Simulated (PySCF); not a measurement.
A side-by-side comparison of computed properties.

First species: C2H10OSi3.
SMILES: `CC(=O)[SiH]([SiH3])[SiH3]`

Second species: C₄H₁₂Si₂.
SMILES: `C[C@@H]1[SiH2]C[Si@@H]1C`

Levels: CAM-B3LYP/def2-SVPD for dipole moment, HOMO energy, LUMO energy, HOMO–LUMO gap, static isotropic polarisability and electronic spatial extent ⟨r²⟩ about the centre of nuclear charge; TDDFT CAM-B3LYP/def2-SVPD for lowest singlet excitation; TDA CAM-B3LYP/def2-SVPD for lowest triplet excitation (Tamm–Dancoff); GFN2-xTB for rotational constant A and rotational constant C. Geometries: GFN2-xTB. Each structure is a single optimised conformer of the isolated species, non-relativistic unless stated; the electronic structure was computed with PySCF and density fitting.

The conformers computed, where there is a choice (atom-mapped SMILES and torsion angles):
- `[CH3:1][C:2](=[O:3])[SiH:4]([SiH3:5])[SiH3:6]`: C1–C2–Si4–Si5 -117°

**Question.** Which has the higher ⟨r²⟩?

**Answer.** The first: 1414 bohr² against 988 bohr², a difference of 426 bohr².

**Question.** Which has the higher rotational constant C?

**Answer.** The second: 1.414 GHz against 0.913 GHz, a difference of 0.501 GHz.

**Question.** Which has the higher HOMO–LUMO gap?

**Answer.** The second: 9.61 eV against 8.11 eV, a difference of 1.50 eV.

**Question.** Which has the higher T1 energy?

**Answer.** The second: 6.07 eV against 2.91 eV, a difference of 3.16 eV.

**Question.** Which of the two has the higher dipole moment, and by how much?

**Answer.** The first: 2.51 D against 0.47 D, a difference of 2.04 D.

**Question.** Which has the higher LUMO energy?

**Answer.** The second: 0.95 eV against -0.16 eV, a difference of 1.11 eV.

**Question.** Which has the higher HOMO energy?

**Answer.** The first: -8.27 eV against -8.66 eV, a difference of 0.39 eV.

**Question.** Which of the two has the higher S1 energy, and by how much?

**Answer.** The second: 6.37 eV against 3.53 eV, a difference of 2.84 eV.

On the first: The principal polarisabilities are 101.2, 120.7 and 124.7 au; their mean is the isotropic value. The 8 singlets span 3.53 to 7.06 eV, and their oscillator strengths add up to 0.41.

On the second: The polarisability is 14.54 Å³ as a volume (1 au = 0.148185 Å³), or 1.53 au for each of the 64 electrons.
